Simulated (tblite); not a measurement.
Species: C4H7BBrF.
Atom-mapped SMILES: `[BH2:1][CH2:2]/[C:3]([CH3:4])=[C:5](/[F:6])[Br:7]` (hydrogens: H8, H9 on B1; H10, H11 on C2; H12, H13, H14 on C4)

Computed with GFN2-xTB (tblite), gas phase: L-BFGS steps from a force-field or distance-geometry start until the largest atomic force falls under 0.01 eV/Å.

Geometry at step 45:
```
atom  x, y, z in Å
B1      1.2665   -1.4635    0.5264
C2      0.5456   -0.7353   -0.6894
C3     -0.2606    0.4380   -0.2061
C4     -1.6258    0.1779    0.3535
C5      0.2433    1.6651   -0.2308
F6     -0.4301    2.7477    0.1904
Br7     1.9784    2.1434   -0.8217
H8      0.6192   -1.9767    1.3564
H9      2.4337   -1.4757    0.6266
H10    -0.1459   -1.4269   -1.1807
H11     1.2774   -0.4100   -1.4311
H12    -2.0690    1.1002    0.7119
H13    -1.5526   -0.5333    1.1730
H14    -2.2809   -0.2513   -0.4005
```

Task: Give the atomic forces at this geometry.

Result: 
```
atom  Fx (eV/Å)  Fy (eV/Å)  Fz (eV/Å)
  B1     -0.051      0.024      0.099
  C2      0.129     -0.123      0.003
  C3      0.167     -0.119     -0.019
  C4      0.065      0.035     -0.043
  C5      0.015      0.030      0.026
  F6     -0.056      0.023      0.043
 Br7      0.011      0.015     -0.030
  H8      0.006      0.042     -0.031
  H9     -0.121      0.006     -0.088
 H10      0.045      0.010      0.051
 H11     -0.137      0.037     -0.028
 H12     -0.087      0.035      0.083
 H13      0.000      0.009      0.033
 H14      0.014     -0.024     -0.099
```

The largest, 0.21 eV/Å, acts on C3; the rms over all components is 0.066 eV/Å. The forces sum to zero within rounding, as they must for an isolated molecule in no field.

Task: Give the force on C3 in Eh/bohr and in nN.

Result: 0.206 eV/Å ÷ 51.422 = 0.00400 Eh/bohr, and 0.206 eV/Å × 1.602 = 0.33 nN.

Task: How far is this geometry from the end of the optimisation?

Result: 0.082 eV above it, and 0.407 Å rms away after alignment. The bonds farthest from their final lengths, with half the difference of the two atoms' forces along the bond (positive lengthens):

```json
{"bond": "B1–C2", "now (Å)": "1.590", "final (Å)": "1.575", "force along bond (eV/Å)": "-0.04"}
{"bond": "C2–C3", "now (Å)": "1.503", "final (Å)": "1.496", "force along bond (eV/Å)": "-0.01"}
{"bond": "C5–Br7", "now (Å)": "1.894", "final (Å)": "1.900", "force along bond (eV/Å)": "+0.01"}
{"bond": "B1–H9", "now (Å)": "1.172", "final (Å)": "1.167", "force along bond (eV/Å)": "-0.04"}
{"bond": "B1–H8", "now (Å)": "1.171", "final (Å)": "1.168", "force along bond (eV/Å)": "-0.07"}
{"bond": "C4–H14", "now (Å)": "1.087", "final (Å)": "1.090", "force along bond (eV/Å)": "+0.05"}
```

The angle farthest from its final value is B1–C2–C3, 110.8° against 115.5°.

What follows is the cost of the whole relaxation. On one thread of an Arm Neoverse V2, on a shared host, this took 0.66 s of wall time.
